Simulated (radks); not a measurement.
Values are calculated unless marked as measured or tabulated.
Valence configurations of the thallium ion Tl2+ (all share [Xe]). Code: a radial shooting solver on a logarithmic mesh with Libxc functionals. Model: Dirac Kohn-Sham, PBE, spin-unpolarised, spherical densities, finite nucleus; open shells are shared between the two j in proportion to 2j + 1; Fermi nuclear charge, rms radius 5.4759 fm. Order these by energy: 4f14 5d10 6p1; 4f14 5d9.5 6s1.5; 4f14 5d8 6s1 6p2; 4f13 5d10 6s2; 4f14 5d9 6s1 6p1; 4f13.5 5d10 6s1 6p0.5; 4f14 5d9 6s2; 4f14 5d9.5 6s1 6p0.5; 4f13.5 5d10 6s1.5; 4f14 5d10 6s1.

Answer. From the lowest, in eV above it: 4f14 5d10 6s1 0.000; 4f14 5d9.5 6s1.5 4.097; 4f14 5d9 6s2 8.588; 4f14 5d9.5 6s1 6p0.5 8.838; 4f14 5d10 6p1 9.286; 4f14 5d9 6s1 6p1 18.381; 4f14 5d8 6s1 6p2 39.593; 4f13.5 5d10 6s1.5 54.987; 4f13.5 5d10 6s1 6p0.5 59.764; 4f13 5d10 6s2 113.86. NIST lists [Xe] 4f14 5d10 6s1 as the ground configuration; this level of theory agrees among the configurations tried. The energies are those of spherical spin-averaged densities, not of single terms.
